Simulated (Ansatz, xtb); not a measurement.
Relative energy of two isomers of C5H3BrClF

Structure a is `F/C(Cl)=C1/CC=C1Br`, a singlet and structure b is `F[C@@H]1C=C(Cl)C(Br)=C1`, a singlet. Both are isolated molecules in the gas phase, relaxed with r2SCAN-D4/def2-SVP.

a (Å):

```yaml
atoms:
  - { symbol: C, position_ang: [0.3379, 0.4652, 1.4425] }
  - { symbol: C, position_ang: [-0.8241, 0.8980, 0.9434] }
  - { symbol: C, position_ang: [-2.2143, 0.2917, 0.7588] }
  - { symbol: C, position_ang: [-2.5843, 1.6459, 0.1543] }
  - { symbol: C, position_ang: [-1.3299, 2.1294, 0.3443] }
  - { symbol: Br, position_ang: [-0.4982, 3.7629, -0.0109] }
  - { symbol: Cl, position_ang: [0.5642, -1.1147, 2.0882] }
  - { symbol: F, position_ang: [1.4288, 1.2144, 1.4873] }
  - { symbol: H, position_ang: [-2.2488, -0.5678, 0.0671] }
  - { symbol: H, position_ang: [-2.7266, 0.0307, 1.7009] }
  - { symbol: H, position_ang: [-3.5054, 2.0538, -0.2632] }
```

b (Å):

```xyz
11

C    -0.1883    0.8842    1.3453
C    -1.4469    0.1102    1.6359
C    -2.4071    0.5665    0.8070
C    -1.8267    1.5693   -0.1263
C    -0.5140    1.7221    0.1349
Br   -2.8391    2.4374   -1.4327
Cl   -4.0589    0.1170    0.7707
F     0.9337    0.0979    1.1955
H     0.0010    1.5733    2.1989
H    -1.5487   -0.6300    2.4288
H     0.1988    2.3726   -0.3712
```

Q: Estimate which is lower in electronic energy at CCSD(T)/def2-SVP + ΔMP2/def2-TZVPP, and by roughly how much.

A: The CCSD(T)/def2-SVP + ΔMP2/def2-TZVPP calculation puts structure b lower, by 98.1 kJ/mol.

How the difference moves with the method:

| level | geometry | E(b) − E(a) (kJ/mol) | departure from the last row (kJ/mol) | job, with rough time for the two |
| --- | --- | --- | --- | --- |
| GFN2-xTB | GFN2-xTB | −86.0 | +12.1 | optimisation, 0.17 s |
| HF/STO-3G | GFN2-xTB | −92.5 | +5.6 | single point, 0.58 s |
| r2SCAN-D4/def2-SVP//GFN2-xTB | GFN2-xTB | −80.4 | +17.7 | single point, 4.7 s |
| r2SCAN-D4/def2-SVP | r2SCAN-D4/def2-SVP | −81.3 | +16.8 | optimisation, 41 s |
| HF/def2-SVP | r2SCAN-D4/def2-SVP | −100.5 | −2.4 | part of the CCSD(T) run |
| MP2/def2-SVP | r2SCAN-D4/def2-SVP | −92.5 | +5.6 | part of the CCSD(T) run |
| CCSD(T)/def2-SVP | r2SCAN-D4/def2-SVP | −91.1 | +7.0 | single point |
| CCSD(T)/def2-SVP + ΔMP2/def2-TZVPP | r2SCAN-D4/def2-SVP | −98.1 |  | single point, 2 min |

As drawn, both hold the same kinds of bond in the same numbers. Structure a has a 4-membered ring, b a 5-membered ring.

The levels shown agree on the order. The largest departure from CCSD(T)/def2-SVP + ΔMP2/def2-TZVPP is that of r2SCAN-D4/def2-SVP//GFN2-xTB, 17.7 kJ/mol. The last row adds to CCSD(T) the change of the MP2 difference between the two basis sets, here −7.0 kJ/mol.

With thermal terms from frequencies at re-optimised GFN2-xTB minima (ideal gas, soft modes damped towards free rotors, one conformer each, 298.15 K, 1 atm): on the last row, ΔE + ΔZPE = −96.9, ΔH = −98.2, ΔG = −94.8 kJ/mol.

The correlated steps freeze 20 core orbitals; the filled d shell of Br is correlated, in a basis made for valence electrons. Mirror images aren't counted in ΔG. Codes used: Ansatz 0.2.0, xtb 6.7.1; the last row on 4 threads of Arm Neoverse V1 on a shared host.
